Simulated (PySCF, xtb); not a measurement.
CHCl₂F₃Si, SMILES FC(F)(F)[SiH](Cl)Cl.

GFN2-xTB run with xtb at its own geometry gives an orbital gap of 5.89 eV and a dipole moment of 3.37 D.

Geometry optimised at ωB97X-D3(BJ)/def2-SVP.

Task: What does PBE/def2-TZVP in PySCF give? (The exact figures need the calculation; the answer reports its results.)

Result: gap 6.61 eV (levels -7.93 and -1.32 eV), dipole 1.30 D.
